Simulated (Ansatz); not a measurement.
`[CH3][GeH]([F])[SH]` + `[CH3][Zn][CH2]C=O` → `[CH3][GeH]([F])[CH]=O` + `[CH3][Zn][CH2]S`  (redistribution)

Gas-phase electronic energies from Ansatz, PBE0-D4/def2-TZVP geometries. CCSD(T)/CBS adds triple-zeta CCSD(T) − MP2 to the extrapolated MP2 energy (def2 sets, frozen cores). Functionals use def2-TZVPP. B3LYP here is the variant with VWN-RPA as its local correlation; programs differ in this. For Ge, Zn outer-core shells are correlated without core-valence functions, which leaves a few kJ/mol of doubt a bond. Scalar relativity is left out up to krypton. One conformer a species, not always the lowest.

Question: Is it downhill or uphill in electronic energy at CCSD(T)/CBS, and by how much? (Best estimate.)

Answer: The calculation gave: Uphill: ΔE = +146.4 kJ/mol.

Question: What do these levels give: PBE0-D4, ωB97X-V, ωB97M-V, B3LYP, SCS-MP2/def2-QZVPP, CCSD/CBS(def2)? (Estimate.)

Answer: The calculation gave: PBE0-D4 153.7, ωB97X-V 147.7, ωB97M-V 148.1, B3LYP 148.2, SCS-MP2/def2-QZVPP 147.3, CCSD/CBS(def2) 146.5 kJ/mol.

Largest T1 diagnostic among the species: 0.015.

In def2-TZVPP, CCSD(T) changes the Hartree–Fock value by −10.2 kJ/mol (the triples alone add −0.2 kJ/mol) and MP2 by −3.8 kJ/mol. From PBE to PBE0 (25 % exact exchange), in def2-TZVPP and without D4, ΔE moves by +5.5 kJ/mol.
